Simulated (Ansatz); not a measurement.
Li5H4⁺, relaxed as a singlet with RKS PBE0-D4/def2-TZVP in Ansatz, starting from the GFN1-xTB geometry. Force threshold 0.02 eV/Å.

Another isomer (singlet) lies 0.45 eV lower at PBE0-D4/def2-TZVP; other spin states weren't run for this one.

Start:

```xyz
9

Li   -1.737    0.395   -1.374
Li   -0.067   -1.394    0.386
Li    1.572   -0.080    1.605
Li    0.683    0.157   -1.280
Li   -0.588    1.200    0.860
H    -0.222   -0.187    1.785
H    -0.856   -1.063   -1.138
H     1.682   -0.569   -0.041
H    -0.468    1.541   -0.802
```

```
step  energy (eV)  largest force component (eV/Å)  SCF passes
   1   -1082.1304                           0.669          18
   2   -1082.3026                           0.294          23
   3   -1082.3902                           0.148          23
   4   -1082.4041                           0.073          19
   5   -1082.4107                           0.012          20
```

Force components are those of the run's own axes.

End:

Cartesian coordinates in Å:
```
Li -1.7799 0.3334 -1.5416
Li -0.0950 -1.4377 0.3487
Li 1.7121 -0.1987 1.6391
Li 0.7421 0.1422 -1.2766
Li -0.7182 1.4397 1.0299
H -0.0655 -0.0204 1.7516
H -0.7403 -0.9965 -1.2364
H 1.5970 -0.7187 0.0085
H -0.6522 1.4568 -0.7232
```

By distances, no bond broke or formed. The bond that changes most is Li2–H6, from 1.85 to 1.99 Å (atoms count from 1).

No frequencies were taken in this run, so the end may be a saddle point.

Hardware: 4 threads of Arm Neoverse V1 on a shared host. Wall time 4.8 s.
